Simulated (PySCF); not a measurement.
# SMILES C(C=C(C#C)C#C)C, C8H8

Geometry (Å), atoms numbered from 1 in this order:
```xyz
16

C    -2.271    2.889   -0.205
C    -1.726    1.832    0.031
C    -1.104    0.570    0.307
C    -1.948   -0.587    0.237
C    -2.683   -1.549    0.168
C     0.215    0.490    0.616
C     0.963   -0.764    0.903
C     2.067   -1.033   -0.118
H    -2.749    3.828   -0.413
H    -3.333   -2.402    0.107
H     0.777    1.430    0.634
H     0.263   -1.613    0.941
H     1.414   -0.677    1.908
H     2.626   -1.945    0.141
H     1.647   -1.166   -1.126
H     2.787   -0.201   -0.163
```

Computed with PySCF 2.14.0, quadratic response PBE0/def2-SVPD first hyperpolarisability, Taylor convention, gas phase. Geometry: PBE0-D3(BJ)/def2-SVP.

Q: Give the tensor of the second harmonic β(−2ω;ω,ω) at 800 nm in the axes of these coordinates.

A: In au, Taylor convention; rows are the first index (the induced dipole):
```
       xx     yy     zz     xy     xz     yz
x  -113.7  -17.9  -11.2  +12.1  -29.8  +15.6
y   +10.8  -14.7   +5.3  -17.7  +13.4   -7.4
z   -28.7   -7.2  +12.1  +14.0   -9.6   +5.7
```
Norm of βᵢ = ⅓ Σⱼ (βᵢⱼⱼ + βⱼᵢⱼ + βⱼⱼᵢ): 143.8 au, hyper-Rayleigh value 58.3 au.
